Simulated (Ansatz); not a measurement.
System: MgF, charge 0, doublet. MgF (SMILES [F][Mg], doublet).
B3LYP-D3(BJ)/def2-TZVP minimum from Ansatz (an electronic-structure program):
```
Mg
F 1 1.7703
```
Charge 0, spin multiplicity 2.

Total energies in def2-TZVPP, 9 correlated electrons, 6 frozen orbitals. UHF or UKS for unpaired electrons; spin-orbit terms are left out. Cores are frozen in correlated methods. No relativity. The spin of FMg ([F][Mg], doublet) was assumed, and the state is the lowest solution found for it.

| method | program | energy (Eh) | minus CCSDT(Q) (mEh) |
|---|---|---|---|
| HF | Ansatz | -299.14221 | 282.86 |
| MP2 | Ansatz | -299.41857 | 6.51 |
| CCSD | Ansatz | -299.41711 | 7.97 |
| CCSD(T) | Ansatz | -299.42461 | 0.46 |
| CCSDT(Q) | Ansatz | -299.42507 | 0.00 |

Rough core times of Ansatz's runs on a shared machine: CCSD(T) under 20 s, CCSDT(Q) 70 s.
